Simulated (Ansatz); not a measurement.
Basis-set extrapolation for `C=C1[SiH2]C1Cl` (PBE0-D4/def2-TZVP geometry, frozen core, Ansatz 0.2.0). Multiplicity 1, RHF reference.

|  | def2-TZVPP | def2-QZVPP |
| --- | --- | --- |
| HF | -864.922521 | -864.949310 |
| MP2 correlation | -0.792438 | -0.851495 |
| CCSD(T) correlation | -0.881302 | not run |

Energies in hartree. Use E(X) = E(∞) + A·exp(−7.88·√X) for Hartree–Fock and E(X) = E(∞) + B·X^(−2.97) for correlation, with X = 3 and 4, and add CCSD(T) minus MP2 of the smaller set to the MP2 limit.

Question: What is the CCSD(T) energy at the basis-set limit?

Answer: HF limit: -864.949310 + (-0.026789) × 0.13774 = -864.95300. MP2 limit: -0.851495 + (-0.059057) × 0.74074 = -0.89524. Higher-order term: -0.881302 − (-0.792438) = -0.08886. Total: -865.93710 hartree, 349.9 kJ/mol below CCSD(T)/def2-TZVPP.
